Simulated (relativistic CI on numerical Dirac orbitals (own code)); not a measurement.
# One change at a time: Ru10+

Base calculation: Dirac-Coulomb-Breit CI, orbitals from a KLI potential per configuration, model QED, unscaled Slater integrals.

CI space (outside the closed core [Ar] 3d10): 4s2 4p4, 4s 4p5, 4p6, 4s2 4p3 4d, 4s 4p4 4d, 4s2 4p3 4f, 4s 4p4 4f, 4p5 4d, 4s2 4p3 5s, 4s 4p3 4d2, 4s2 4p3 5p, 4s2 4p2 4d 4f, 4p4 4d2, 4p3 4d3, 4p3 4d2 4f, 4p3 4d2 5s. Double excitations out of closed p, d and f shells are left out; levels of such configurations are missing from the list, as are those of other unlisted configurations, and high levels can miss mixing partners. These lack a partner that the ground configuration has and come out too high: 4s2 4p3 5p.

The lowest level and the first level of each name with at least 55 % of one term (blank where a level has no safe partner in the second run):

```csv
Level,Base (cm⁻¹),Shift (cm⁻¹)
4s2 4p4 3P_2,0,0
4s2 4p4 3P_0,23341,-3
4s2 4p4 3P_1,29203,+1
4s2 4p4 1D_2,47515,+6
4s2 4p4 1S_0,100836,-7
4s 4p5 3P°_2,263462,+575
4s 4p5 3P°_1,280994,+587
4s 4p5 3P°_0,295916,+586
4s 4p5 1P°_1,342274,+708
4s2 4p3 4d 5D°_0,370919,+1176
4s2 4p3 4d 5D°_2,371405,+1178
4s2 4p3 4d 5D°_3,371708,+1179
4s2 4p3 4d 5D°_1,372134,+1175
4s2 4p3 4d 5D°_4,375394,+1178
4s2 4p3 4d 3D°_3,399183,+1186
4s2 4p3 4d 3D°_1,400779,+1188
4s2 4p3 4d 1S°_0,404139,+1195
4s2 4p3 4d 3F°_2,404719,+1186
4s2 4p3 4d 3F°_3,409494,+1186
4s2 4p3 4d 3F°_4,417170,+1185
4s2 4p3 4d 3G°_3,419800,+1187
4s2 4p3 4d 3G°_5,433032,+1186
```

At this charge energies of transitions that change n are usually good to better than 1 %, and those within a shell (Δn = 0) to a few per cent.

(1) One thing was changed in a second run, which moved the levels as shown. Which?
A. non-relativistic limit
B. Breit term removed
C. QED terms removed
D. configuration mixing switched off
E. P86 correlation estimate

## Answers

(1) E. P86 correlation estimate. A correlation estimate moves all levels of a configuration together before mixing; mixed levels move by a weighted share.

LS names give the leading component of a level, which can be under half, so a name can repeat, a term be missing and a line seem to break the LS rules.
